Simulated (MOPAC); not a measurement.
MOPAC input (MNDO):

```
MNDO PRECISE GNORM=0.05 LET XYZ GEO-OK AUX(PRECISION=9) THREADS=1
C4H5N

C    -1.81218320 1   -0.07437759 1    0.06289324 1
C    -0.69933297 1   -1.06281464 1    0.05701123 1
C     0.60559246 1   -0.77883360 1    0.00442750 1
C     1.11177589 1    0.55096639 1   -0.05458415 1
N     1.53455686 1    1.62270152 1   -0.10263921 1
H    -1.44971488 1    0.95155968 1    0.01830297 1
H    -2.47816369 1   -0.24824584 1   -0.78690246 1
H    -2.41965627 1   -0.19279634 1    0.96448427 1
H    -0.97615882 1   -2.11104047 1    0.09944615 1
H     1.34668257 1   -1.56803100 1    0.00465665 1
```

Output:

```
 *******************************************************************************
 **                                                                           **
 **                              MOPAC v23.2.5                                **
 **                                                                           **
 *******************************************************************************
 ** MOPAC's Digital Object Identifier: https://doi.org/10.5281/zenodo.6511958 **
 **                                                                           **
 ** Please cite the open-source release paper for use of this MOPAC version:  **
 ** J. E. Moussa and J. J. P. Stewart (2026)                                  **
 ** MOPAC: An open-source semiempirical molecular orbital program             **
 ** J. Open Source Softw., 11(119), 8025, https://doi.org/10.21105/joss.08025 **
 *******************************************************************************

                              MNDO CALCULATION RESULTS

 *******************************************************************************
 *  MNDO       - The MNDO Hamiltonian to be used
 *  GEO-OK     - OVERRIDE INTERATOMIC DISTANCE AND OTHER SAFETY CHECKS
 *  LET        - OVERRIDE SOME SAFETY CHECKS
 *  PRECISE    - TIGHTER CRITERIA TO BE USED
 *  XYZ        - CARTESIAN COORDINATE SYSTEM TO BE USED
 *  GNORM      - EXIT WHEN GRADIENT NORM DROPS BELOW 0.050
 *  AUX        - OUTPUT AUXILIARY INFORMATION
 *******************************************************************************
MNDO PRECISE GNORM=0.05 LET XYZ GEO-OK AUX(PRECISION=9) THREADS=1
 C4H5N

   ATOM   CHEMICAL          X               Y               Z
  NUMBER   SYMBOL      (ANGSTROMS)     (ANGSTROMS)     (ANGSTROMS)

     1       C         -1.81218320  *  -0.07437759  *   0.06289324  *
     2       C         -0.69933297  *  -1.06281464  *   0.05701123  *
     3       C          0.60559246  *  -0.77883360  *   0.00442750  *
     4       C          1.11177589  *   0.55096639  *  -0.05458415  *
     5       N          1.53455686  *   1.62270152  *  -0.10263921  *
     6       H         -1.44971488  *   0.95155968  *   0.01830297  *
     7       H         -2.47816369  *  -0.24824584  *  -0.78690246  *
     8       H         -2.41965627  *  -0.19279634  *   0.96448427  *
     9       H         -0.97615882  *  -2.11104047  *   0.09944615  *
    10       H          1.34668257  *  -1.56803100  *   0.00465665  *

          CARTESIAN COORDINATES

    NO.       ATOM           X           Y           Z

     1         C         -1.8122     -0.0744      0.0629
     2         C         -0.6993     -1.0628      0.0570
     3         C          0.6056     -0.7788      0.0044
     4         C          1.1118      0.5510     -0.0546
     5         N          1.5346      1.6227     -0.1026
     6         H         -1.4497      0.9516      0.0183
     7         H         -2.4782     -0.2482     -0.7869
     8         H         -2.4197     -0.1928      0.9645
     9         H         -0.9762     -2.1110      0.0994
    10         H          1.3467     -1.5680      0.0047

  H: (MNDO): M.J.S. DEWAR, W. THIEL, J. AM. CHEM. SOC., 99, 4899, (1977)
  C: (MNDO): M.J.S. DEWAR, W. THIEL, J. AM. CHEM. SOC., 99, 4899, (1977)
  N: (MNDO): M.J.S. DEWAR, W. THIEL, J. AM. CHEM. SOC., 99, 4899, (1977)

           Empirical Formula: C4 H5 N  =    10 atoms

      MOLECULAR POINT GROUP   :   Cs

      RHF CALCULATION, NO. OF DOUBLY OCCUPIED LEVELS = 13

          Geometry optimization using EF

          DIAGONAL MATRIX USED AS START HESSIAN

 CYCLE:     1  GRAD.:    61.673 HEAT:  36.19194
 CYCLE:     2  GRAD.:   747.235 HEAT:  97.55518
 CYCLE:     3  GRAD.:   137.169 HEAT:  42.39817
 CYCLE:     4  GRAD.:   443.237 HEAT:  70.61668
 CYCLE:     5  GRAD.:   539.216 HEAT:  87.66047
 CYCLE:     6  GRAD.:   405.025 HEAT:  59.74847
 CYCLE:     7  GRAD.:   439.270 HEAT:  71.79448
 CYCLE:     8  GRAD.:   397.642 HEAT:  68.16538
 CYCLE:     9  GRAD.:   482.304 HEAT:  62.48005
 CYCLE:    10  GRAD.:   511.455 HEAT:  78.81150
 CYCLE:    11  GRAD.:   585.008 HEAT:  71.13340
 CYCLE:    12  GRAD.:   345.435 HEAT:  57.39660
 CYCLE:    13  GRAD.:   519.157 HEAT:  84.22246
 CYCLE:    14  GRAD.:   299.357 HEAT:  48.37121
 CYCLE:    15  GRAD.:   150.306 HEAT:  40.33572
 CYCLE:    16  GRAD.:   127.966 HEAT:  39.90234
 CYCLE:    17  GRAD.:   123.076 HEAT:  38.97860
 CYCLE:    18  GRAD.:   126.076 HEAT:  38.15019
 CYCLE:    19  GRAD.:   107.265 HEAT:  35.91073
 CYCLE:    20  GRAD.:    17.340 HEAT:  34.36508
 CYCLE:    21  GRAD.:     4.983 HEAT:  34.28113
 CYCLE:    22  GRAD.:     4.950 HEAT:  34.25761
 CYCLE:    23  GRAD.:     7.416 HEAT:  34.22950
 CYCLE:    24  GRAD.:    21.089 HEAT:  34.33544
 CYCLE:    25  GRAD.:     2.833 HEAT:  34.15390
 CYCLE:    26  GRAD.:     1.300 HEAT:  34.15160
 CYCLE:    27  GRAD.:     0.248 HEAT:  34.15083
 CYCLE:    28  GRAD.:     0.453 HEAT:  34.15093
 CYCLE:    29  GRAD.:     0.032 HEAT:  34.15079

     GRADIENT =  0.03233 IS LESS THAN CUTOFF =  0.05000

 -------------------------------------------------------------------------------
 MNDO PRECISE GNORM=0.05 LET XYZ GEO-OK AUX(PRECISION=9) THREADS=1
 C4H5N

     GEOMETRY OPTIMISED USING EIGENVECTOR FOLLOWING (EF).
     SCF FIELD WAS ACHIEVED

                              MNDO CALCULATION
                                                       MOPAC v23.2.5 Linux

          FINAL HEAT OF FORMATION =         34.15079 KCAL/MOL =     142.88688 KJ/MOL

          COSMO AREA              =        116.06 SQUARE ANGSTROMS
          COSMO VOLUME            =        100.08 CUBIC ANGSTROMS

          GRADIENT NORM           =          0.03233          =       0.01022 PER ATOM
          IONIZATION POTENTIAL    =         10.386219 EV
          HOMO LUMO ENERGIES (EV) =        -10.386 -0.092
          NO. OF FILLED LEVELS    =         13
          MOLECULAR WEIGHT        =         67.0902         POINT GROUP:  Cs

          MOLECULAR DIMENSIONS (Angstroms)

            Atom       Atom       Distance
            H     8    N     5     4.70651
            H    10    H     6     3.51866
            H     7    H     8     1.75504

          SCF CALCULATIONS        =         30

   ATOM   CHEMICAL          X               Y               Z
  NUMBER   SYMBOL      (ANGSTROMS)     (ANGSTROMS)     (ANGSTROMS)

     1       C         -1.89703088  *  -0.12299223  *   0.06727697  *
     2       C         -0.71360697  *  -1.03828352  *   0.05671514  *
     3       C          0.59896267  *  -0.73064400  *   0.00313752  *
     4       C          1.17147112  *   0.57038774  *  -0.05720333  *
     5       N          1.66864804  *   1.62066639  *  -0.10708733  *
     6       H         -1.62953480  *   0.95104013  *   0.02446702  *
     7       H         -2.55260323  *  -0.34074757  *  -0.80251018  *
     8       H         -2.49279570  *  -0.28416289  *   0.99074472  *
     9       H         -0.98576010  *  -2.10049310  *   0.09940854  *
    10       H          1.34279986  *  -1.53686403  *   0.00384327  *

                             CARTESIAN COORDINATES

   1    C       -1.897030877    -0.122992225     0.067276969
   2    C       -0.713606966    -1.038283524     0.056715142
   3    C        0.598962669    -0.730644004     0.003137524
   4    C        1.171471124     0.570387739    -0.057203328
   5    N        1.668648036     1.620666390    -0.107087326
   6    H       -1.629534802     0.951040128     0.024467016
   7    H       -2.552603230    -0.340747565    -0.802510182
   8    H       -2.492795697    -0.284162888     0.990744719
   9    H       -0.985760097    -2.100493098     0.099408543
  10    H        1.342799865    -1.536864031     0.003843269

           Empirical Formula: C4 H5 N  =    10 atoms

      MOLECULAR POINT GROUP   :   Cs

                  EIGENVALUES
 -39.88552 -36.32744 -30.38119 -23.37941 -17.67081 -16.63987 -14.75837 -14.44670
 -13.97026 -13.74820 -13.28604 -12.76673 -10.38622  -0.09192   1.73417   2.35486
   3.16176   3.68336   3.89632   4.16775   4.58200   4.73803   5.28180   5.75724
   7.40839

              NET ATOMIC CHARGES AND DIPOLE CONTRIBUTIONS

  ATOM NO.   TYPE          CHARGE      No. of ELECS.   s-Pop       p-Pop
    1          C           0.051380        3.9486     1.20865     2.73997
    2          C          -0.047066        4.0471     1.22605     2.82101
    3          C          -0.012865        4.0129     1.17576     2.83710
    4          C          -0.059706        4.0597     1.25191     2.80780
    5          N          -0.083842        5.0838     1.82141     3.26244
    6          H           0.008659        0.9913     0.99134
    7          H           0.007909        0.9921     0.99209
    8          H           0.007906        0.9921     0.99209
    9          H           0.056352        0.9436     0.94365
   10          H           0.071274        0.9287     0.92873
 DIPOLE           X         Y         Z       TOTAL
 POINT-CHG.    -1.418    -1.646     0.099     2.175
 HYBRID        -0.252    -0.812     0.034     0.851
 SUM           -1.670    -2.458     0.134     2.975

          ATOMIC ORBITAL ELECTRON POPULATIONS

     Atom    s        px        py        pz
    1  C   1.20865   0.90212   0.91139   0.92645
    2  C   1.22605   0.92432   0.95796   0.93873
    3  C   1.17576   0.91869   0.86044   1.05797
    4  C   1.25191   0.93851   0.92710   0.94219
    5  N   1.82141   1.07826   1.11112   1.07306
    6  H   0.99134
    7  H   0.99209
    8  H   0.99209
    9  H   0.94365
   10  H   0.92873

 **********************
 *                    *
 * JOB ENDED NORMALLY *
 *                    *
 **********************

 == MOPAC DONE ==
```

The geometry given is a B3LYP-D3(BJ)/def2-TZVP minimum.
